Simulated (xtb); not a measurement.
S2 (SMILES S=S), triplet, geometry from GFN2-xTB, atoms displaced at random by about 0.05 Å a coordinate. Base run: GFN2-xTB in xtb.

xtb was given this input:
```
$ xtb mol.xyz --gfn 2 --uhf 2 --opt --json

# file mol.xyz
2

S      0.03389563     0.02577772    -0.92392376
S      0.00038857     0.02982537     0.92827046
```

Each row names what was changed in the base input (with any setting that the change needs).

```tsv
change	ΔE vs base (µEh)	optimiser steps
base	0.0	4
opt level = extreme	0.0	5
alpb = hexane	-2575	4
opt level = loose	0.1	3
opt level = crude	0.1	3
opt level = lax	0.1	3
engine = inertial	0.1	-
opt level = sloppy	0.1	3
alpb = ether	-4797	4
opt level = tight	0.0	4
```
